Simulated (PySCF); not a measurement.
Predicted microwave data (B3LYP/def2-SVPD in PySCF (dipole) on a GFN2-xTB geometry, gas phase) for one isomer of C6H9ClSi:

```
Rotational constants : A = 2723, B = 900.3, C = 769.0 MHz
Dipole components    : |μa| = 1.01 D, |μb| = 1.27 D, |μc| = 0.02 D
Inertial defect      : -89.78 u·Å²
κ                    : -0.87
```

Question: Which candidate fits, each taken in the one conformer that was computed?
A. `[CH:1]#[C:2]/[CH:3]=[C:4](\[Cl:5])[SiH:6]([CH3:7])[CH3:8]` with C3–C4–Si6–C7 120°
B. `[CH:1]#[C:2][CH2:3]/[C:4]([Cl:5])=[C:6](/[CH3:7])[SiH3:8]` with C2–C3–C4–Cl5 83°
C. `[CH2:1]=[C:2]1[SiH2:3][C@@H:4]1[C:5]1([Cl:6])[CH2:7][CH2:8]1` with Si3–C4–C5–Cl6 82°
D. `[CH2:1]=[C:2]1[CH2:3][Si@H:4]1[C:5]1([Cl:6])[CH2:7][CH2:8]1` with C3–Si4–C5–Cl6 -104°

Answer: D. It is C=C1C[Si@H]1C1(Cl)CC1, an asymmetric top, point group C1. The candidates at the same level (rigid rotor, commonest isotopes):

```json
{"SMILES": "C=C1C[Si@H]1C1(Cl)CC1", "A (MHz)": "2723", "B (MHz)": "900.3", "C (MHz)": "769.0", "μa (D)": "1.01", "μb (D)": "1.27", "μc (D)": "0.02", "Δ (u·Å²)": "-89.78", "point group": "C1", "rotor": "asymmetric top"}
{"SMILES": "C=C1[SiH2][C@@H]1C1(Cl)CC1", "A (MHz)": "2135", "B (MHz)": "1136", "C (MHz)": "844.1", "μa (D)": "1.74", "μb (D)": "0.95", "μc (D)": "0.37", "Δ (u·Å²)": "-83.02", "point group": "C1", "rotor": "asymmetric top"}
{"SMILES": "C#CC/C(Cl)=C(/C)[SiH3]", "A (MHz)": "1485", "B (MHz)": "1194", "C (MHz)": "748.8", "μa (D)": "1.15", "μb (D)": "0.47", "μc (D)": "0.19", "Δ (u·Å²)": "-88.48", "point group": "C1", "rotor": "asymmetric top"}
{"SMILES": "C#C/C=C(\\Cl)[SiH](C)C", "A (MHz)": "2457", "B (MHz)": "784.5", "C (MHz)": "735.1", "μa (D)": "0.99", "μb (D)": "0.78", "μc (D)": "0.00", "Δ (u·Å²)": "-162.48", "point group": "Cs", "rotor": "near-prolate asymmetric top"}
```

`C#C/C=C(\Cl)[SiH](C)C` has B 13 % too low; `C#CC/C(Cl)=C(/C)[SiH3]` has A 45 % too low; `C=C1[SiH2][C@@H]1C1(Cl)CC1` has B 26 % too high. No structure here is proved a minimum.
